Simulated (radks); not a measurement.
The numbers below are computed, except where a source is named.
The mean radii <r> (bohr) of the occupied orbitals of an atom or ion are listed with their occupations. Code: a radial shooting solver on a logarithmic mesh with Libxc functionals. Model: scalar-relativistic Kohn-Sham, BLYP, spin-polarised, spherical densities, point nucleus.

| orbital | occ. | <r> |
|---|---|---|
| 1s down | 1 | 0.03263 |
| 1s up | 1 | 0.03263 |
| 2s up | 1 | 0.1419 |
| 2s down | 1 | 0.1419 |
| 2p up | 3 | 0.1237 |
| 2p down | 3 | 0.1237 |
| 3s up | 1 | 0.3903 |
| 3s down | 1 | 0.3903 |
| 3p up | 3 | 0.3900 |
| 3p down | 3 | 0.3899 |
| 3d up | 5 | 0.3693 |
| 3d down | 5 | 0.3692 |
| 4s up | 1 | 0.9419 |
| 4s down | 1 | 0.9403 |
| 4p up | 3 | 1.010 |
| 4p down | 3 | 1.009 |
| 4d up | 2 | 1.172 |

Name the element and its charge. Open shells, if any, are filled with parallel spins first.

Answer. Z = 45, rhodium, charge +7: Rh7+ in [Kr] 4d2. The 1s radius gives Z: for a bare nucleus <r> = (2 gamma + 1)/(2Z) with gamma = sqrt(1 - (Z/c)^2), 0.0321 bohr for Z = 45, and screening makes it slightly larger (0.03263 here). The occupations add up to 38, and the charge is Z minus that.
